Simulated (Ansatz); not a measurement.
`CO[SiH](F)[O][GeH3]` → `[CH2]` (triplet) + `O[SiH](F)[O][GeH3]`  (formal loss of a carbene)

Calculated with Ansatz (gas phase, PBE0-D4/def2-TZVP geometries, no zero-point term in ΔE). CCSD(T)/CBS is the MP2 limit (def2-TZVPP, def2-QZVPP) plus CCSD(T) − MP2 in def2-TZVPP, frozen cores. This one scheme is used for every species. Functionals use def2-TZVPP. B3LYP here is the variant with VWN-RPA as its local correlation; programs differ in this. HSE06 is defined as in plane-wave codes. Triplets are unrestricted, without spin–orbit coupling. For Ge outer-core shells are correlated without core-valence functions, which leaves a few kJ/mol of doubt a bond. Scalar relativity is left out up to krypton. One conformer a species, not always the lowest.

| level | ΔE (kJ/mol) | difference from CCSD(T)/CBS |
| --- | --- | --- |
| LDA (SPW92) | 451.1 | 72.6 |
| PBE-D4 | 387.8 | 9.3 |
| revPBE-D4 | 375.3 | -3.2 |
| BLYP-D4 | 380.3 | 1.8 |
| r2SCAN-D4 | 358.7 | -19.8 |
| B97M-V | 382.4 | 3.9 |
| PBE0-D4 | 378.0 | -0.5 |
| B3LYP-D4 | 379.0 | 0.5 |
| r2SCANh-D4 | 356.5 | -22.0 |
| r2SCAN0-D4 | 353.6 | -24.9 |
| HSE06-D4 | 378.3 | -0.2 |
| BHLYP-D4 | 367.5 | -11.0 |
| CAM-B3LYP-D4 | 383.2 | 4.7 |
| ωB97M-V | 384.0 | 5.5 |
| PBE-QIDH | 374.0 | -4.5 |
| PBE | 381.6 | 3.1 |
| revPBE | 357.6 | -20.9 |
| BLYP | 367.3 | -11.2 |
| r2SCAN | 356.8 | -21.7 |
| PBE0 | 372.6 | -5.9 |
| B3LYP | 369.3 | -9.2 |
| r2SCANh | 354.5 | -24.0 |
| r2SCAN0 | 351.4 | -27.1 |
| HSE06 | 373.2 | -5.3 |
| BHLYP | 360.2 | -18.3 |
| LC-ωPBE | 368.9 | -9.6 |
| RPA@PBE/def2-TZVPP | 369.2 | -9.3 |
| HF/def2-SVP | 258.0 | -120.5 |
| MP2/def2-SVP | 375.9 | -2.6 |
| CCSD/def2-SVP | 365.1 | -13.4 |
| HF/def2-TZVPP | 243.7 | -134.8 |
| MP2/def2-TZVPP | 376.8 | -1.7 |
| SCS-MP2/def2-TZVPP | 382.9 | 4.4 |
| CCSD/def2-TZVPP | 359.2 | -19.3 |
| CCSD(T)/def2-TZVPP | 369.6 | -8.9 |
| MP2/def2-QZVPP | 382.1 | 3.6 |
| SCS-MP2/def2-QZVPP | 389.3 | 10.8 |
| HF/CBS(def2) | 244.2 | -134.3 |
| MP2/CBS(def2) | 385.7 | 7.2 |
| CCSD/CBS(def2) | 368.1 | -10.4 |
| CCSD(T)/CBS | 378.5 | 0 |

Largest T1 diagnostic among the species: 0.012.

At CCSD(T), def2-SVP lies −5.3 kJ/mol from the extrapolated value and def2-TZVPP −8.9 kJ/mol. Leaving LDA and LC-ωPBE aside and taking each functional with its dispersion term where it has one, the values, not all of them listed here, spread over 41.6 kJ/mol, from r2SCAN0-D4 to ωB97X-V. LDA lies +69.5 kJ/mol from PBE without D4.
